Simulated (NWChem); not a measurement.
# Ionisation of isocyanic acid (CHNO)

```
C
O 1 1.1649
N 1 1.2104 2 172.97
H 3 1.0086 1 128.31 2 180.00
```
Charge 0, spin multiplicity 1.

All runs are NWChem calculations. The geometry was optimised at PBE0/def2-SVP, a minimum by its harmonic frequencies.

Basis set: def2-TZVP. The species with one electron less has spin multiplicity 2 and keeps the geometry of the parent. Δ marks differences of total energies (open shells unrestricted). −ε marks an orbital energy of the parent. That orbital need not have the symmetry of the hole or added electron in the Δ rows.

B3LYP has NWChem's definition, with VWN1-RPA local correlation. The stability of the SCF solutions was not checked.

Task: Order these methods by the first vertical ionisation energy they give, lowest first: ΔPBE0, G0W0@PBE0, −ε(HOMO) of HF, ΔTPSS, −ε(HOMO) of B3LYP.

Result: −ε(HOMO) of B3LYP (8.58 eV), G0W0@PBE0 (11.38 eV), ΔTPSS (11.47 eV), ΔPBE0 (11.62 eV), −ε(HOMO) of HF (12.34 eV)
